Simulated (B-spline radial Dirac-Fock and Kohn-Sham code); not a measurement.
Electron momentum distribution of I²⁰⁺: Compton profiles

System: I²⁰⁺, [Ar] 3d10 4s2 4p3.

The computed values come from a B-spline atomic structure program: the impulse approximation on Dirac-Fock orbitals of the configuration average with a finite nucleus. pz is in atomic units of momentum; subshell profiles are per electron, for a selection of subshells; open shells are spread over both j values by their weights.

| pz | J total | J 2s1/2 | J 2p3/2 | J 3p1/2 | J 4p3/2 |
| --- | --- | --- | --- | --- | --- |
| 0 | 2.450 | 0.0546 | 0.0285 | 0.0737 | 0.155 |
| 0.2 | 2.444 | 0.0546 | 0.0285 | 0.0737 | 0.155 |
| 0.3 | 2.436 | 0.0545 | 0.0285 | 0.0737 | 0.155 |
| 0.4 | 2.425 | 0.0545 | 0.0285 | 0.0737 | 0.155 |
| 0.5 | 2.411 | 0.0544 | 0.0285 | 0.0737 | 0.155 |
| 0.6 | 2.394 | 0.0543 | 0.0285 | 0.0737 | 0.154 |
| 0.8 | 2.351 | 0.0542 | 0.0285 | 0.0737 | 0.153 |
| 1 | 2.299 | 0.0539 | 0.0285 | 0.0736 | 0.151 |
| 1.2 | 2.238 | 0.0536 | 0.0285 | 0.0735 | 0.148 |
| 1.4 | 2.170 | 0.0533 | 0.0285 | 0.0734 | 0.143 |
| 1.6 | 2.097 | 0.0529 | 0.0285 | 0.0731 | 0.136 |
| 1.8 | 2.022 | 0.0525 | 0.0285 | 0.0728 | 0.128 |
| 2 | 1.945 | 0.0520 | 0.0284 | 0.0723 | 0.118 |
| 2.5 | 1.759 | 0.0506 | 0.0284 | 0.0706 | 0.0902 |
| 3 | 1.595 | 0.0489 | 0.0284 | 0.0679 | 0.0620 |
| 4 | 1.347 | 0.0450 | 0.0282 | 0.0596 | 0.0241 |
| 5 | 1.162 | 0.0404 | 0.0279 | 0.0483 | 0.0128 |
| 7 | 0.8347 | 0.0306 | 0.0268 | 0.0252 | 0.0111 |
| 10 | 0.4769 | 0.0174 | 0.0235 | 0.00657 | 0.00353 |
| 15 | 0.2136 | 0.00512 | 0.0157 | 0.00249 | 0.000648 |
| 20 | 0.1107 | 0.00175 | 0.00893 | 0.00218 | 0.000578 |
| 30 | 0.03832 | 0.00131 | 0.00239 | 0.000766 | 0.000190 |
| 40 | 0.01673 | 0.000977 | 0.000640 | 0.000220 | 4.90e-05 |
| 60 | 0.004519 | 0.000326 | 6.45e-05 | 2.46e-05 | 4.52e-06 |
| 100 | 0.0006259 | 4.12e-05 | 2.28e-06 | 1.15e-06 | < 1e-6 |

J(0) = 2.450. The 4s1/2 subshell gives the largest part, 19 %.

Mean momentum ⟨p⟩ by subshell (a.u.): 1s1/2 49.2, 2s1/2 17.4, 2p1/2 23.3, 2p3/2 22.0, 3s1/2 8.63, 3p1/2 10.3, 3p3/2 9.92, 3d3/2 11.8, 3d5/2 11.7, 4s1/2 4.78, 4p1/2 5.37, 4p3/2 5.26.
